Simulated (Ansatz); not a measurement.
`C#C[SiH2]C=O` + `[OH][Zn][CH2]Cl` → `O=C[SiH2][Zn][OH]` + `C#CCCl`  (formal exchange of groups at the Si–C bond)

Program: Ansatz. Geometries: PBE0-D4/def2-TZVP. ΔE: electronic, gas phase. CBS: MP2 limit from def2 TZ/QZ plus the TZ coupled-cluster correction, frozen cores. For Zn outer-core shells are correlated without core-valence functions, which leaves a few kJ/mol of doubt a bond. Scalar relativity is left out up to krypton. Each species was taken in one conformer, which may not be the lowest.

```json
{"species": "`C#C[SiH2]C=O`", "HF/def2-TZVPP energy (Eh)": "-479.73720"}
{"species": "`[OH][Zn][CH2]Cl`", "HF/def2-TZVPP energy (Eh)": "-2351.84497"}
{"species": "`O=C[SiH2][Zn][OH]`", "HF/def2-TZVPP energy (Eh)": "-2256.74573"}
{"species": "`C#CCCl`", "HF/def2-TZVPP energy (Eh)": "-574.83364"}
```

Problem. Work out ΔE.

Solution. ΔE = (-2256.74573) + (-574.83364) − (-479.73720) − (-2351.84497) = 0.00280 Eh = +7.4 kJ/mol. CCSD(T)/CBS gives +11.4 kJ/mol.

Largest T1 diagnostic among the species: 0.017.

In def2-TZVPP, CCSD(T) changes the Hartree–Fock value by +4.1 kJ/mol (the triples alone add +0.6 kJ/mol) and MP2 by +9.9 kJ/mol.
